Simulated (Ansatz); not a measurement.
A calculation with Ansatz (development build ahead of 0.2.0).

```yaml
crystal:
  periodic: [false, false, false]
  atoms:
    - { symbol: Mg, position_ang: [-2.0e-05, 5.0e-05, -8.0e-05] }
    - { symbol: O, position_ang: [-2.0e-05, 9.0e-05, 2.09162] }
    - { symbol: H, position_ang: [9.0e-05, 0.77437, 2.67195] }
    - { symbol: H, position_ang: [-5.0e-05, -0.77447, 2.67197] }
    - { symbol: O, position_ang: [-2.0e-05, 6.0e-05, -2.09173] }
    - { symbol: H, position_ang: [-6.0e-05, 0.77436, -2.6719] }
    - { symbol: H, position_ang: [2.0e-05, -0.77434, -2.67205] }
    - { symbol: O, position_ang: [2.09169, 3.0e-05, 9.0e-05] }
    - { symbol: H, position_ang: [2.67206, -2.0e-05, 0.77442] }
    - { symbol: H, position_ang: [2.67202, 7.0e-05, -0.77444] }
    - { symbol: O, position_ang: [-2.09163, -4.0e-05, -9.0e-05] }
    - { symbol: H, position_ang: [-2.67203, 2.0e-05, 0.77447] }
    - { symbol: H, position_ang: [-2.67204, -5.0e-05, -0.77444] }
    - { symbol: O, position_ang: [-6.0e-05, 2.09158, 1.0e-05] }
    - { symbol: H, position_ang: [0.77439, 2.67187, 0.0] }
    - { symbol: H, position_ang: [-0.77432, 2.67198, 7.0e-05] }
    - { symbol: O, position_ang: [-5.0e-05, -2.09158, 4.0e-05] }
    - { symbol: H, position_ang: [0.77445, -2.67204, -5.0e-05] }
    - { symbol: H, position_ang: [-0.77441, -2.67195, 0.0001] }
basis:
  gaussian: { orbitals: def2-SVP }
total_charge: 2
hamiltonian:
  xc: hf
```

The input is written out in the form of the current development build from the run's settings.

Output:

```json
{
  "Converged": "yes",
  "Total energy": "-655.07713 hartree",
  "Spin squared of the determinant": "0.000"
}
```

Caution: no unrestricted run beside it, a lower state can exist; other spin multiplicities were not run.
